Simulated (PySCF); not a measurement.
Gas-phase reaction: 6 GaH(CH3)2 = 3 Ga2H6 + 3 C3H7 (i-propyl) + C3H3 (propargyl)

Energies from PySCF, thermal terms from the rigid-rotor harmonic-oscillator model, ideal gas at 1 bar. † marks an energy on the PBE0/def2-TZVP geometry and frequencies; other levels use their own. CCSD(T) freezes the core. 6-31G* has spherical d functions here. Open shells (unrestricted): C3H7 (i-propyl) (multiplicity 2), C3H3 (propargyl) (multiplicity 2); the rest are closed-shell singlets. B3LYP is the form with VWN-RPA correlation. Ga: all electrons, no relativistic terms. GaH(CH3)2, Ga2H6: computed as isolated molecules; such fragments, hydroxides, amides, oligomers or adducts are transient or little studied in the gas. CCSD(T) isn't extrapolated to the basis-set limit. Warning, large T1 diagnostic: C3H3 (propargyl) (CCSD(T)/def2-SVP†). Warning, spin contamination: C3H3 (propargyl) (CCSD(T)/def2-SVP†).

```tsv
level	ΔH°(298 K), kJ
B3LYP/6-31G*	…
B3LYP/def2-TZVP†	…
CCSD(T)/def2-SVP†	819
M06-2X/def2-TZVP†	947
PBE/def2-TZVP†	858
PBE0/def2-QZVP†	872
PBE0/def2-TZVP	…
r2SCAN/def2-TZVP†	798
LDA/def2-TZVP†	…
ωB97M-V/def2-TZVP†	917
ωB97X-V/def2-TZVP†	908
```

Problem. Complete the blanks.

Solution. 
- B3LYP/6-31G*, ΔH°(298 K), kJ: 869
- B3LYP/def2-TZVP†, ΔH°(298 K), kJ: 854
- PBE0/def2-TZVP, ΔH°(298 K), kJ: 867
- LDA/def2-TZVP†, ΔH°(298 K), kJ: 882
